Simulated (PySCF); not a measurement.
GaFClBr, SMILES [F][Ga]([Cl])[Br]. Heavy atoms are numbered as in [Ga:1]([F:2])([Cl:3])[Br:4].

Geometry optimised at B3LYP-D3(BJ)/def2-SVP.

These are PBE/pcSseg-1 in PySCF values and carry that method's errors.

GIAO shieldings, no solvent; atoms alike by connectivity are averaged. δ = σ(ref) − σ: ¹⁹F against CFCl3 (σ = 133.6 ppm); ³⁵Cl against HCl (σ = 936.5 ppm), references at their B3LYP-D3(BJ)/def2-TZVP geometries, non-relativistic (without spin–orbit terms, shifts of atoms bonded to Cl or Br come out too high).

Estimate the chemical shifts. (An estimate is asked for; the answer gives what the named calculation found.)


| nucleus | atoms | count | δ (ppm) |
|---|---|---|---|
| ¹⁹F | F2 | 1 | -96.6 |
| ³⁵Cl | Cl3 | 1 | 130.0 |
